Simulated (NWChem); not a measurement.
System: GeSiH$_{6}$S; SMILES [SiH3][S][GeH3]

Computed with NWChem. Pople sets run with spherical d functions. STO-3G and 3-21G are far too small for this property and stand as cheap habits. Structure relaxed at the PBE-D3(BJ)/def2-SVP level. Field at 589 nm.

Task: Order these runs by computing time, cheapest first, and give rough ratios: B3LYP/STO-3G; B3LYP/def2-SVP; B3LYP/aug-cc-pVDZ.

Result: B3LYP/STO-3G (1), B3LYP/def2-SVP (5), B3LYP/aug-cc-pVDZ (60). Ratios are rough, from one shared machine; the cheapest took very roughly 15 core-seconds. What differs between the cheapest and the dearest: isotropic polarisability (bohr³) 34.3 → 88.4; anisotropy (bohr³) 22.1 → 30.4.
